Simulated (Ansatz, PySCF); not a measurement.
Here is a job for PySCF.
```python
from pyscf import gto, scf, dft

mol = gto.M(
    atom='''
Sb   -0.00424655   -0.01061037    0.90041461
Br    0.54273096   -2.14698769   -0.46015488
Br    1.59562012    1.54932591   -0.41163234
Br   -2.13216325    0.61312260   -0.44024549
''',
    basis='sto-3g',
    charge=1,
    spin=1,
    verbose=4,
)

mf = dft.UKS(mol)
mf.xc = 'pbe0'
mf.grids.atom_grid = (99, 590)
mf.grids.prune = None
mf.kernel()
```

Problem. Convert this to an input for Ansatz (a first-principles code).

Solution. Several could match; the one computed here: 
Ansatz 0.2 input:
```yaml
crystal:
  periodic: [false, false, false]
  atoms:
    - {symbol: Sb, position_ang: [-0.00424655, -0.01061037, 0.90041461]}
    - {symbol: Br, position_ang: [0.54273096, -2.14698769, -0.46015488]}
    - {symbol: Br, position_ang: [1.59562012, 1.54932591, -0.41163234]}
    - {symbol: Br, position_ang: [-2.13216325, 0.61312260, -0.44024549]}
basis:
  gaussian:
    orbitals: STO-3G
hamiltonian:
  xc: pbe0
total_charge: 1
magnetization: {spin_polarized: true, initial_magnetization: 1}
accuracy: high
```

Both were run: PySCF gave -13890.376268 Eh and Ansatz -13890.376265 Eh, 0.003 mEh apart.
